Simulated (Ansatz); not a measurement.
Ansatz results at the PBE0-D4/def2-TZVP geometry: HOMO–LUMO gap (PBE/def2-TZVPP) 3.90 eV; HOMO–LUMO gap (B3LYP/def2-TZVPP) 5.67 eV; HOMO–LUMO gap (ωB97M-V/def2-TZVPP) 10.36 eV.

Each molecule was computed in one conformer, which needn't be the lowest.

Problem. Which molecule gave them?
A. `BSC#C`
B. `C[SiH2]OB(N)F`
C. `O=C(O)[SiH2][SeH]`
D. `NCB/C=C/F`

Solution. C. The others give `BSC#C`: 3.57, 5.18, 9.83; `NCB/C=C/F`: 2.48, 4.48, 9.38; `C[SiH2]OB(N)F`: 6.30, 8.04, 12.34.

B3LYP here is the variant with VWN-RPA as its local correlation; programs differ in this.
